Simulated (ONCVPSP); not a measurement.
## Transferability test, ONCV potential for cobalt (Co)

* Element: Co
* Generator: ONCVPSP 4.0.1
* Type: optimised norm-conserving Vanderbilt (ONCV)
* Functional: LDA (Perdew-Zunger)
* Relativity: scalar-relativistic
* Frozen core: [Ne] 3s2
* Valence charge: 15
* Reference configuration: 3p6 3d7 4s1.5 (charge +0.5)
* Partial waves: 4s: rc 2.20 bohr, ncon 4, nbas 7, qcut 3.1 1/bohr, 3 projectors, debl 1.4 Ha; 3p: rc 0.90 bohr, ncon 5, nbas 8, qcut 8.7 1/bohr, 1 projector; 3d: rc 0.80 bohr, ncon 4, nbas 7, qcut 14.2 1/bohr, 2 projectors, debl 1.6 Ha
* Local potential: polynomial inside 0.55 bohr (lpopt 3, dvloc0 1 Ha)
* Core correction: Teter function, fcfact 6, rcfact 1.3

Energies are relative to the spin-unpolarised reference configuration 3p6 3d7 4s1.5; without spin polarisation the order of configurations can differ from experiment.

(1) Give the all-electron excitation energy and the error of the potential for: 3p6 3d7 4s2; 3p6 3d7 4s1; 3p6 3d7 4s0; 3p6 3d8 4s1.

Levels in the configuration 3p6 3d7 4s2:

```csv
level,all-electron (eV),pseudo (eV)
3p,-65.512,-65.541
3d,-8.459,-8.476
4s,-5.680,-5.676
```

Note: ghosts flagged at negative energy: s at -136.8 eV; GHOST(+) flagged for s at 152.4 eV. A true bound ghost makes a file unfit for plane-wave use.

## Answers

(1)

```csv
valence configuration,charge,ΔE all-electron (eV),error AE − PS (meV)
3p6 3d7 4s2,0,-3.721,-0.8
3p6 3d7 4s1,+1,5.574,-2.4
3p6 3d7 4s0,+2,22.659,-27
3p6 3d8 4s1,0,-4.961,-32
```
